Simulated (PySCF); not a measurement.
Nuclear quadrupole coupling in `Cc1ccc([S-])cc1C`

Species: C₈H₉S (charge -1).
SMILES with atom numbers: `[CH3:1][c:2]1[cH:3][cH:4][c:5]([S-:6])[cH:7][c:8]1[CH3:9]` (hydrogens: H10, H11, H12 on C1; H13 on C3; H14 on C4; H15 on C7; H16, H17, H18 on C9)

Cartesian coordinates in Å at the GFN2-xTB level; atoms count from 1:
```xyz
18
C8H9S angstrom
C     -1.280   -1.729    0.085
C     -0.138   -0.751    0.065
C      1.176   -1.193    0.192
C      2.240   -0.321    0.176
C      2.037    1.062    0.028
S      3.338    2.162    0.003
C      0.706    1.496   -0.101
C     -0.361    0.623   -0.084
C     -1.764    1.150   -0.226
H     -0.907   -2.746    0.210
H     -1.970   -1.517    0.906
H     -1.853   -1.689   -0.845
H      1.363   -2.257    0.306
H      3.252   -0.690    0.278
H      0.530    2.559   -0.217
H     -2.367    0.894    0.649
H     -2.254    0.721   -1.103
H     -1.756    2.233   -0.332
```

Field gradients from the PBE0/pcSseg-1 density (PySCF, non-relativistic), principal values in atomic units, ordered |Vxx| ≤ |Vyy| ≤ |Vzz|:

```json
{"atom": "S6", "Vxx": "-0.5289", "Vyy": "-1.7850", "Vzz": "2.3138"}
```

Find the asymmetry η = (Vxx − Vyy)/Vzz and the couplings χ = eQV/h (234.96 MHz × Q in barn × V in au), with Q(33S) = −0.0678 b.

```
atom      environment  nucleus     η  χzz (MHz)  χxx (MHz)  χyy (MHz)
  S6  thiolate sulfur      33S  0.54     -36.86       8.43      28.44
```

What is Vzz at S6 in SI units (1 au = 9.71736 × 10²¹ V/m²)?

2.3138 au = 22.484 × 10²¹ V/m².

And the gradient at the other heavy atoms, for which no coupling is worked out here?

```tsv
atom	environment	Vzz (au)	η
C1	benzylic-type carbon	-0.020	0.53
C2	substituted aromatic carbon	-0.144	0.47
C3	aromatic CH carbon	0.271	0.67
C4	aromatic CH carbon	0.225	0.36
C5	substituted aromatic carbon	0.374	0.29
C7	aromatic CH carbon	0.216	0.42
C8	substituted aromatic carbon	0.256	0.85
C9	benzylic-type carbon	-0.023	0.62
```

What couplings would deuterons (Q(2H) = 0.00286 b) have in place of the hydrogens, at this geometry?

```tsv
atom	bonded to	bond length (Å)	Vzz (au)	η	χzz (kHz)
H10	C1	1.090	0.3155	0.02	212
H11	C1	1.093	0.3099	0.01	208
H12	C1	1.093	0.3099	0.01	208
H13	C3	1.087	0.3241	0.07	218
H14	C4	1.082	0.3288	0.06	221
H15	C7	1.083	0.3263	0.06	219
H16	C9	1.092	0.3116	0.01	209
H17	C9	1.092	0.3118	0.01	210
H18	C9	1.089	0.3153	0.02	212
```

Isolated species at its GFN2-xTB geometry, gas phase. The pcSseg-1 basis has no diffuse functions, a weakness for an anion. GFN2-xTB bond lengths can be off by several hundredths of an ångström, more for odd bonds, and the gradients follow them. A larger basis could move these couplings by a tenth or more.
